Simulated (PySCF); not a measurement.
Job file and geometry (Å, from GFN2-xTB) of an NMR shielding run on SMILES [SiH3]Oc1c(S)cccc1S, C6H8OS2Si, PySCF 2.14.0, density-fitted response routines, GIAO PBE0/pcSseg-1 NMR shielding, non-relativistic, gas phase; density fitting, a coarse starting grid and PySCF grid level 2 are the driver's defaults:

```
$ OMP_NUM_THREADS=1 python probes_run.py task.json out

{"job": {"kind": "nmr", "xc": "PBE0", "basis": "pcSseg-1"}, "charge": 0, "multiplicity": 1}
Si     2.752624    -0.889561     0.338306
O      1.166174    -1.108848     0.021915
C      0.041792    -0.371905    -0.054317
C      0.007939     0.958061    -0.474105
S      1.510428     1.738729    -0.986419
C     -1.193995     1.655530    -0.510930
C     -2.372483     1.037580    -0.140747
C     -2.363294    -0.283992     0.259759
C     -1.167614    -0.985311     0.304082
S     -1.183914    -2.668644     0.825780
H      2.932932     0.050083     1.441726
H      3.064832    -2.264966     0.704651
H      3.464744    -0.456182    -0.858195
H      0.985571     2.962255    -1.070470
H     -1.201540     2.685949    -0.833741
H     -3.299683     1.587536    -0.171536
H     -3.274177    -0.785935     0.544451
H      0.120905    -2.854063     0.648135
```

**Question.** Write the output of this run.

**Answer.** 
```
coarse grid: 17440 points
cycle   1  E = -1393.5702908279  dE =  1.837e+00  |g| = 6.386e-01  |ddm| = 4.505e+00
cycle   2  E = -1393.4926927912  dE =  7.760e-02  |g| = 9.136e-01  |ddm| = 1.366e+00
cycle   3  E = -1393.6490026287  dE = -1.563e-01  |g| = 1.066e-01  |ddm| = 8.553e-01
cycle   4  E = -1393.6512382803  dE = -2.236e-03  |g| = 4.087e-02  |ddm| = 1.568e-01
cycle   5  E = -1393.6516131035  dE = -3.748e-04  |g| = 1.410e-02  |ddm| = 6.155e-02
cycle   6  E = -1393.6516638046  dE = -5.070e-05  |g| = 3.818e-03  |ddm| = 2.253e-02
cycle   7  E = -1393.6516664702  dE = -2.666e-06  |g| = 2.034e-03  |ddm| = 6.374e-03
final grid: 156856 points
cycle   8  E = -1393.7249611297  dE = -1.677e-05  |g| = 1.253e-02  |ddm| = 5.076e-02
cycle   9  E = -1393.7249104281  dE =  5.070e-05  |g| = 1.948e-02  |ddm| = 3.248e-02
cycle  10  E = -1393.7249955466  dE = -8.512e-05  |g| = 1.463e-03  |ddm| = 2.087e-02
cycle  11  E = -1393.7249960166  dE = -4.699e-07  |g| = 3.825e-04  |ddm| = 2.014e-03
cycle  12  E = -1393.7249960535  dE = -3.689e-08  |g| = 1.152e-04  |ddm| = 6.135e-04
cycle  13  E = -1393.7249960565  dE = -3.027e-09  |g| = 4.765e-05  |ddm| = 1.678e-04
cycle  14  E = -1393.7249960570  dE = -5.562e-10  |g| = 8.701e-06  |ddm| = 5.688e-05
converged SCF energy = -1393.7249960570

GIAO shielding tensors (ppm)
atom      isotropic    diamagn.    paramagn.     s11        s22        s33       span
  0 Si     383.317     879.397    -496.080    339.790    359.898    450.263    110.472
  1 O      243.055     400.229    -157.174    166.786    245.648    316.730    149.944
  2 C       38.552     246.863    -208.311    -45.149     45.665    115.141    160.290
  3 C       58.597     264.247    -205.650    -13.234     47.304    141.722    154.957
  4 S      524.438    1057.365    -532.927    362.448    416.300    794.566    432.118
  5 C       57.558     252.458    -194.900    -35.794     65.957    142.510    178.304
  6 C       59.341     255.208    -195.868    -45.563     48.384    175.202    220.765
  7 C       58.432     249.764    -191.332    -41.311     51.706    164.902    206.213
  8 C       50.070     263.500    -213.430    -23.315     28.305    145.219    168.533
  9 S      570.581    1055.277    -484.697    355.538    580.377    775.828    420.290
 10 H       26.167      29.038      -2.871     22.560     24.795     31.145      8.585
 11 H       26.510      28.896      -2.386     21.837     25.733     31.960     10.122
 12 H       25.922      28.972      -3.050     21.731     25.712     30.323      8.592
 13 H       28.076      31.353      -3.277     20.511     27.010     36.706     16.195
 14 H       24.924      32.880      -7.956     20.178     25.002     29.593      9.414
 15 H       24.755      29.724      -4.969     21.250     26.147     26.870      5.620
 16 H       24.468      31.077      -6.608     19.812     24.449     29.144      9.332
 17 H       26.623      30.141      -3.517     16.980     28.709     34.181     17.201
```

Size and cost of the density-fitted run: 231 basis functions, 60 s wall time on 1 thread of an Arm Neoverse V1, shared host; peak memory 1.1 GiB.
